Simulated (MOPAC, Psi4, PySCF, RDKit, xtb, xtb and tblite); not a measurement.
Two geometries of SMILES [SiH2](C=C)O (C₂H₆OSi), singlet, relaxed at GFN2-xTB with one dihedral held; other torsions can differ between them too.

Structure A

```
10

C     -0.7645    -1.3451     1.4691
C     -0.7123    -0.4229     0.5205
Si     0.8641     0.3877    -0.1234
O      2.1971    -0.2716     0.5363
H      0.1270    -1.7067     1.9595
H     -1.6899    -1.7831     1.8133
H     -1.6456    -0.0990     0.0766
H      0.9732     1.7814     0.2884
H      0.8897     0.2184    -1.5812
H      2.2700    -1.2108     0.6799
```

Structure B

```
10

C      0.7704    -1.3709     1.4327
C      0.7115    -0.3765     0.5609
Si    -0.8692     0.3863    -0.1294
O     -2.1967    -0.2484     0.5650
H     -0.1194    -1.8407     1.8259
H      1.7019    -1.7762     1.7994
H      1.6459     0.0396     0.2058
H     -0.8376     1.8268     0.1419
H     -1.0259     0.0869    -1.5493
H     -2.1524    -0.6970     1.4044
```

Question: Which is lower in energy at the level DF-MP2 (frozen core)/cc-pVTZ // GFN2-xTB (Psi4), and by how much?

Answer: A is lower, by 0.49 kcal/mol (dihedral C2–Si3–O4–H10: 40° in A, 20° in B).

E(B) − E(A) in kcal/mol at the other levels, on the same two geometries: GFN2-xTB (xtb and tblite) 0.24; MMFF94 // GFN2-xTB (RDKit) -0.20; PBE0/def2-TZVP // GFN2-xTB (Psi4) 0.46; PBE0-D3(BJ)/def2-TZVP // GFN2-xTB (Psi4) 0.45; PBE/def2-TZVP // GFN2-xTB (Psi4) 0.47; PBE-D3(BJ)/def2-TZVP // GFN2-xTB (Psi4) 0.46; HF/cc-pVTZ // GFN2-xTB (Psi4) 0.48; UFF // GFN2-xTB (RDKit) -0.04; PM6, restricted, heats of formation // GFN2-xTB (MOPAC) 0.07; PM3, restricted, heats of formation // GFN2-xTB (MOPAC) 0.10; GFN1-xTB // GFN2-xTB (xtb) 0.25; restricted B3LYP/6-31G*, spherical d // GFN2-xTB (PySCF) 0.52; restricted B3LYP/3-21G // GFN2-xTB (PySCF) 0.56; restricted Hartree-Fock/6-31G*, spherical d // GFN2-xTB (PySCF) 0.49; restricted B3LYP/6-311+G**, spherical d, density fitting // GFN2-xTB (PySCF) 0.51.
